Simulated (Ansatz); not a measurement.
ClH3S3Ti (`[SH][Ti]([SH])([SH])[Cl]`), relaxed with RKS PBE0-D4/def2-TZVP in Ansatz 0.2.0 from a GFN2-xTB geometry. The force threshold is 0.005 eV/Å; the program also tests the step.

The species carries charge 0 and has multiplicity 1.

Start:

```xyz
8

S     1.258   -1.726   -0.791
Ti    0.107    0.168   -0.197
S    -2.138   -0.228   -0.470
S     0.422    0.505    2.052
Cl    0.754    1.865   -1.287
H     2.301   -1.046   -1.287
H    -2.459    1.073   -0.409
H    -0.245   -0.611    2.387
```

By how much does the energy fall, and how many steps does the optimiser take? (An estimate is asked.)

Computed: 0.23 eV, in 12 steps, 1 of them rejected.

Which bonds change most? (Best estimate.)

Ansatz gave: Ti2–Cl5 from 2.118 to 2.184 Å; S1–Ti2 from 2.294 to 2.256 Å; Ti2–S4 from 2.296 to 2.265 Å; Ti2–S3 from 2.295 to 2.267 Å.

Give the relaxed structure. (Best estimate.)

Ansatz gave: 
```xyz
8

S     1.582   -1.539   -0.536
Ti    0.287    0.240   -0.040
S    -1.802   -0.425   -0.616
S     0.451    0.473    2.207
Cl    0.894    2.072   -1.063
H     1.424   -1.291   -1.854
H    -2.251    0.841   -0.475
H    -0.586   -0.371    2.377
```
